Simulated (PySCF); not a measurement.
Molecule: SMILES Cc1cccs1 (C5H6S). Atoms near the plane z = 1.5 Å, at the GFN2-xTB optimised geometry (x, y, z in Å): C1 (2.2, -0.3, 0.0), C2 (0.7, -0.3, 0.0), C3 (-0.1, 0.8, 0.0), C4 (-1.5, 0.4, 0.0), C5 (-1.7, -1.0, 0.0), S6 (-0.2, -1.8, 0.0), H8 (2.6, 0.7, 0.0), H9 (2.6, -0.8, 0.9), H10 (0.2, 1.8, 0.0), H11 (-2.3, 1.1, 0.0), H12 (-2.6, -1.5, 0.0).

Method: PBE/def2-TZVP (PySCF). The values are rescaled to run from 0 to 1.

```
|000000000000000000000000000|
|000000000000000000000000000|
|000000000000000000000000000|
|000000000000000000000000000|
|000000000000000000000000000|
|000000000000000000000000000|
|000000000000000000000000000|
|000000000000000000000000000|
|000000000000011000000000000|
|000000000000111000000000000|
|000000011111232100000000000|
|000000012222233200000000000|
|000000013321134300000000000|
|000000024310013210134310000|
|000000134310002200389961000|
|000000124310001100599994000|
|000000123211222100599994000|
|000000112123565200189981000|
|000000000125777400037620000|
|000000000025787510000000000|
|000000000014777410000000000|
|000000000003554200000000000|
|000000000000121000000000000|
|000000000000000000000000000|
|000000000000000000000000000|
|000000000000000000000000000|
|000000000000000000000000000|
```
Scale: ten equal steps from 0.000 (start of '0') to 1.00 (end of '9'), in the order '0123456789'; x runs from -5.00 to 5.00, y from -5.00 (bottom) to 5.00 (top).

Which quantity is mapped?
A. deformation density (molecule minus spherical neutral atoms)
B. log10 of the electron density
C. electron localisation function
D. electrostatic potential

C, electron localisation function
